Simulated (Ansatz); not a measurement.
Cost and result for the atomization energy of H5OPSSi (`O[SiH2]PS`) (9 atoms, 8 bonds).

Z-matrix (Å, degrees):
```
Si
P 1 2.257
O 1 1.645 2 113.9
H 1 1.483 2 109.4 3 -118.7
H 1 1.488 2 105.0 3 122.2
S 2 2.132 1 94.8 3 -39.9
H 2 1.420 1 95.9 3 57.1
H 3 0.960 1 116.0 2 59.1
H 6 1.342 2 95.5 1 -127.5
```

The species carries charge 0 and has multiplicity 1. Geometry: relaxed with PBE0-D4/def2-TZVP. It is one conformer, not always the lowest. Program: Ansatz. All runs use 2 threads of an Intel Xeon on a shared host. Times are those of one run each, without the atoms' runs, and a repeat can differ threefold. Electronic energies, without spin–orbit coupling; frozen cores. CCSD(T)/CBS adds CCSD(T) − MP2 in def2-TZVPP to the MP2 limit, and its time is that of the two runs behind it. T1 = 0.013. B3LYP takes the VWN-RPA correlation (the form of Gaussian; ORCA's B3LYP/G).

CCSD(T)/CBS is a level of theory with its own doubt, some kJ/mol a heavy atom from the limit and from the frozen cores, so smaller differences don't rank the functionals.

| level | functions | wall time | atomization (kJ/mol) | difference from CCSD(T)/CBS | per bond |
| --- | --- | --- | --- | --- | --- |
| revPBE-D4/def2-TZVPP | 227 | 2.3 s | 2754.7 | -42.3 | -5.3 |
| CCSD(T)/def2-SVP | 93 | 2.7 s | 2502.8 | -294.2 | -36.8 |
| BHLYP-D4/def2-TZVPP | 227 | 3.7 s | 2709.2 | -87.8 | -11.0 |
| CAM-B3LYP-D4/def2-TZVPP | 227 | 4.2 s | 2790.3 | -6.7 | -0.8 |
| r2SCAN-D4/def2-TZVPP (with forces) | 227 | 5.5 s | 2793.3 | -3.7 | -0.5 |
| B3LYP-D4/def2-TZVPP (with forces) | 227 | 5.5 s | 2787.9 | -9.1 | -1.1 |
| r2SCANh-D4/def2-TZVPP | 227 | 6 s | 2773.1 | -23.9 | -3.0 |
| B2PLYP/def2-TZVPP | 227 | 6.5 s | 2740.0 | -57.0 | -7.1 |
| ωB97X-V/def2-TZVPP | 227 | 9.5 s | 2823.5 | 26.5 | 3.3 |
| B97M-V/def2-TZVPP | 227 | 10 s | 2822.4 | 25.4 | 3.2 |
| MP2/def2-QZVPP | 417 | 21 s | 2774.3 | -22.7 | -2.8 |
| CCSD(T)/def2-TZVPP | 227 | 65 s | 2693.4 | -103.6 | -12.9 |
| CCSD(T)/CBS(def2) | – | 86 s | 2797.0 | 0.0 | 0.0 |

In def2-TZVPP, CCSD(T) changes the Hartree–Fock value by +768.5 kJ/mol (the triples alone add +45.8 kJ/mol) and MP2 by +787.9 kJ/mol; breaking electron pairs costs correlation energy, which Hartree–Fock lacks. Leaving LDA and LC-ωPBE aside and taking each functional with its dispersion term where it has one, the values spread over 114.4 kJ/mol, from BHLYP-D4 to ωB97X-V. LDA lies +408.3 kJ/mol from PBE without D4, its usual overbinding. From r2SCAN to r2SCAN0 (25 % exact exchange), in def2-TZVPP and without D4, the atomization energy moves by −50.0 kJ/mol: exact exchange takes away binding that semilocal exchange gives to molecules.
